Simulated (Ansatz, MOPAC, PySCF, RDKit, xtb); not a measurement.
Noncovalent pair: C2H4 (SMILES C=C) (first 6 atoms) with CH5N (SMILES CN); geometry from B3LYP-D3(BJ)/def2-TZVP, rigid monomers moved along the line of their centres of mass till H5···N8 is 2.23 Å.
(charge 0, multiplicity 1):
```xyz
13

C     -0.643     0.261     0.068
C      0.542    -0.200     0.444
H     -0.913     0.367    -0.976
H     -1.395     0.551     0.792
H      0.812    -0.306     1.489
H      1.287    -0.488    -0.290
C     -0.629     0.323     3.705
N      0.724    -0.233     3.721
H     -1.294    -0.371     3.188
H     -0.627     1.254     3.137
H     -1.058     0.529     4.695
H      0.749    -1.108     4.229
H      1.368     0.398     4.184
```

Monomers are frozen at their geometry in the pair; levels with a basis set take the counterpoise correction. Rows marked so take none. RDKit's UFF carries no charges.

Cores are frozen in the correlated methods. Rows in 6-31G*, STO-3G carry no dispersion term and start afresh at each structure (6-31G* with six Cartesian d functions). The state that PM3 reach isn't checked.

Programs: Ansatz (an electronic-structure program) with Gaussian orbitals; MOPAC for PM3 (differences of heats of formation); PySCF for 6-31G* rows, STO-3G rows; RDKit for the force fields; xtb for the GFN methods. Values without a source in brackets are computed.

```json
[
 {"level": "UFF", "interaction energy (kJ/mol)": "13.6"},
 {"level": "PM3", "interaction energy (kJ/mol)": "2.3"},
 {"level": "GFN1-xTB", "interaction energy (kJ/mol)": "-5.8"},
 {"level": "HF/STO-3G (no counterpoise)", "interaction energy (kJ/mol)": "0.2"},
 {"level": "HF/6-31G* (no counterpoise)", "interaction energy (kJ/mol)": "3.0"},
 {"level": "HF/aug-cc-pVDZ", "interaction energy (kJ/mol)": "8.0"},
 {"level": "B3LYP/6-31G* (no counterpoise)", "interaction energy (kJ/mol)": "-3.6"},
 {"level": "wB97M-V/def2-TZVPPD", "interaction energy (kJ/mol)": "[?]"},
 {"level": "MP2/aug-cc-pVDZ", "interaction energy (kJ/mol)": "-3.2"}
]
```

Q: Complete the blanks.

A: 
- wB97M-V/def2-TZVPPD, interaction energy (kJ/mol): -5.0
